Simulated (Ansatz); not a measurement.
Ideal-gas functions of `C#[C][InH][Cl]` at 800 K and 1 bar, from an Ansatz frequency run at PBE0-D4/def2-TZVP.

Molar mass 176.31 g/mol, point group Cs (symmetry number 1), electronic degeneracy 1, moments of inertia 83.524, 272.799, 356.324 u Å². Harmonic wavenumbers (cm⁻¹, unscaled): 77, 167, 239, 357, 411, 431, 508, 711, 739, 1910, 2131, 3458.

Use S(trans) = R[1.5 ln M + 2.5 ln T − 1.1517]; rotational temperatures θ = 24.2544 K / I; S(rot) = R[ln(√π/σ · √(T³/θAθBθC)) + 1.5]; for each mode x = 1.438777 ν̃/T, S = R[x/(eˣ − 1) − ln(1 − e⁻ˣ)] and H = RT x/(eˣ − 1); 1 cm⁻¹ = 0.0119627 kJ/mol; R = 8.31446 J/(mol·K).

**Question.** By hand: the entropy, in J/(mol·K).

**Answer.** Translation 193.9. Rotation: θ = 0.2904, 0.0889, 0.0681 K, giving 127.0. Vibration, mode by mode: 24.76, 18.35, 15.40, 12.14, 11.01, 10.64, 9.35, 6.81, 6.54, 1.22, 0.89, 0.12, in all 117.2. Electronic 0.0. Sum 438.1 J/(mol·K).

**Question.** By hand: H − E and G − E in kJ/mol, counted from the electronic energy.

**Answer.** Zero-point energy ½ × 11139 × 0.0119627 = 66.6; thermal vibration 42.8; translation, rotation and pV give 4 RT = 26.6. H − E = 136.0 kJ/mol, and G − E = 136.0 − 800 × 438.1/1000 = -214.5 kJ/mol.

Vibration gives 27 % of the entropy, 24.8 J/(mol·K) of it from the mode under 150 cm⁻¹: soft modes count most, and the harmonic formula is weakest for them.
